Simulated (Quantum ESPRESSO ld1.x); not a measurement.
Results of a calculation; reference values are marked as such.
Question: All-electron atom: Nd II in [Xe] 4f4 6s1 (the NIST ground configuration). Level of theory: Dirac Kohn-Sham, B86b exchange with PBE correlation, spin-unpolarised, spherical densities, point nucleus; open shells fill j = l - 1/2 first (ld1.x of Quantum ESPRESSO 7.5). Some entries of the table are withheld. Estimate them.

| orbital | occ. | eigenvalue (eV) | <r^2> (bohr^2) | <1/r> (bohr^-1) |
|---|---|---|---|---|
| 1s1/2 | 2 | -43373.4 | 0.0007597 | 66.07 |
| 2s1/2 | 2 | -7016.77 | 0.01197 | 15.64 |
| 2p1/2 | 2 | -6638.11 | 0.008749 | 15.62 |
| 2p3/2 | 4 | -6117.92 | 0.01000 | 14.03 |
| 3s1/2 | 2 | (1) | 0.08092 | 5.665 |
| 3p1/2 | 2 | (2) | 0.07595 | 5.578 |
| 3p3/2 | 4 | (3) | 0.08331 | 5.182 |
| 3d3/2 | 4 | -980.031 | 0.06759 | 5.052 |
| 3d5/2 | 6 | -957.587 | 0.06966 | 4.952 |
| 4s1/2 | 2 | -308.200 | 0.4164 | 2.352 |
| 4p1/2 | 2 | -247.230 | 0.4429 | 2.246 |
| 4p3/2 | 4 | -224.734 | 0.4836 | 2.115 |
| 4d3/2 | 4 | -124.602 | 0.5715 | 1.893 |
| 4d5/2 | 6 | -120.630 | 0.5880 | 1.861 |
| 5s1/2 | 2 | -46.3233 | 2.444 | 0.9009 |
| 5p1/2 | 2 | -30.1141 | 3.145 | 0.7896 |
| 5p3/2 | 4 | -27.0931 | 3.497 | 0.7429 |
| 6s1/2 | 1 | -8.2151 | 18.10 | 0.3135 |
| 4f5/2 | 4 | -7.7561 | 1.688 | 1.253 |
| 4f7/2 | 0 | -7.3532 | 1.762 | 1.236 |

Answer: 
(1) 3s1/2 eigenvalue (eV): -1526.69
(2) 3p1/2 eigenvalue (eV): -1365.08
(3) 3p3/2 eigenvalue (eV): -1261.24
